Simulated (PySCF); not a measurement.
Job file and geometry (Å, from GFN2-xTB) of an NMR shielding run on `BN1[SiH2]CNB1N([SiH3])[SiH3]`, CH₁₃B₂N₃Si₃, GIAO PBE0/pcSseg-1 NMR shielding, non-relativistic, gas phase in PySCF 2.14.0, density-fitted response routines; density fitting, a coarse starting grid and PySCF grid level 2 are the driver's defaults:

```
$ OMP_NUM_THREADS=1 python probes_run.py task.json out

{"job": {"kind": "nmr", "xc": "PBE0", "basis": "pcSseg-1"}, "charge": 0, "multiplicity": 1}
B     -0.903049     2.193402    -0.139840
N     -1.106539     0.807028    -0.156121
Si    -2.680251     0.052449    -0.256273
C     -2.036691    -1.677939     0.239560
N     -0.599358    -1.489104     0.272928
B     -0.069537    -0.215274     0.058588
N      1.350768     0.025878     0.040270
Si     2.353821    -0.704466     1.253088
Si     2.092636     0.911738    -1.258234
H     -1.823665     2.898800    -0.329606
H      0.157183     2.639327     0.086178
H     -3.209870     0.092107    -1.625722
H     -3.623720     0.602536     0.722057
H     -2.405284    -2.010815     1.216758
H     -2.301260    -2.458472    -0.480782
H     -0.043361    -2.312117     0.443042
H      3.377798     0.266732     1.642998
H      1.512647    -1.057919     2.399258
H      3.001466    -1.917822     0.726930
H      2.810753     2.070508    -0.718987
H      1.072921     1.292198    -2.233593
H      3.062180     0.010610    -1.903345
```

Problem. Write the output of this run.

Solution. 
```
coarse grid: 19376 points
cycle   1  E = -1127.6707568922  dE =  9.279e-01  |g| = 6.107e-01  |ddm| = 4.225e+00
cycle   2  E = -1127.5839311385  dE =  8.683e-02  |g| = 8.685e-01  |ddm| = 1.288e+00
cycle   3  E = -1127.7527818190  dE = -1.689e-01  |g| = 9.357e-02  |ddm| = 8.797e-01
cycle   4  E = -1127.7546541912  dE = -1.872e-03  |g| = 3.615e-02  |ddm| = 1.099e-01
cycle   5  E = -1127.7549239756  dE = -2.698e-04  |g| = 1.270e-02  |ddm| = 3.437e-02
cycle   6  E = -1127.7549586425  dE = -3.467e-05  |g| = 3.057e-03  |ddm| = 1.255e-02
cycle   7  E = -1127.7549607802  dE = -2.138e-06  |g| = 4.427e-04  |ddm| = 2.783e-03
final grid: 172216 points
cycle   8  E = -1127.7964215351  dE = -3.981e-05  |g| = 8.880e-03  |ddm| = 3.060e-02
cycle   9  E = -1127.7964048975  dE =  1.664e-05  |g| = 1.243e-02  |ddm| = 1.785e-02
cycle  10  E = -1127.7964393775  dE = -3.448e-05  |g| = 1.051e-03  |ddm| = 1.064e-02
cycle  11  E = -1127.7964396349  dE = -2.575e-07  |g| = 2.812e-04  |ddm| = 1.010e-03
cycle  12  E = -1127.7964396512  dE = -1.630e-08  |g| = 9.758e-05  |ddm| = 2.724e-04
cycle  13  E = -1127.7964396533  dE = -2.120e-09  |g| = 3.179e-05  |ddm| = 1.069e-04
cycle  14  E = -1127.7964396535  dE = -2.010e-10  |g| = 7.797e-06  |ddm| = 2.809e-05
converged SCF energy = -1127.7964396535

GIAO shielding tensors (ppm)
atom      isotropic    diamagn.    paramagn.     s11        s22        s33       span
  0 B       53.214     197.503    -144.289     18.380     20.144    121.119    102.739
  1 N      119.283     329.222    -209.939    -15.741    119.972    253.617    269.358
  2 Si     365.731     880.559    -514.828    325.607    354.305    417.280     91.673
  3 C      158.096     248.433     -90.337    138.357    140.823    195.108     56.751
  4 N      176.423     326.848    -150.425    117.093    186.160    226.016    108.923
  5 B       70.771     196.640    -125.868     48.038     79.090     85.186     37.149
  6 N      250.671     333.427     -82.756    199.823    271.712    280.478     80.655
  7 Si     403.299     881.354    -478.055    363.474    370.593    475.830    112.356
  8 Si     400.804     880.850    -480.045    366.805    368.891    466.718     99.913
  9 H       26.148      30.784      -4.635     24.161     25.748     28.537      4.376
 10 H       25.981      33.074      -7.094     22.607     25.724     29.611      7.004
 11 H       26.452      29.037      -2.585     23.302     24.085     31.969      8.666
 12 H       26.475      28.971      -2.496     23.402     24.246     31.778      8.376
 13 H       28.703      28.853      -0.150     23.586     26.622     35.901     12.315
 14 H       28.815      28.734       0.082     24.076     26.614     35.756     11.680
 15 H       28.751      35.700      -6.950     20.401     30.416     35.435     15.035
 16 H       26.976      29.439      -2.463     23.218     25.115     32.595      9.377
 17 H       26.996      30.839      -3.843     23.248     26.409     31.332      8.084
 18 H       26.860      30.104      -3.244     23.389     24.592     32.597      9.208
 19 H       26.880      29.920      -3.039     23.526     24.438     32.677      9.151
 20 H       27.115      30.798      -3.682     23.213     26.965     31.168      7.956
 21 H       27.037      29.470      -2.434     23.285     25.070     32.755      9.470
```

Size and cost of the density-fitted run: 239 basis functions, 110 s wall time on 1 thread of an Arm Neoverse N1, shared host; peak memory 1.1 GiB.
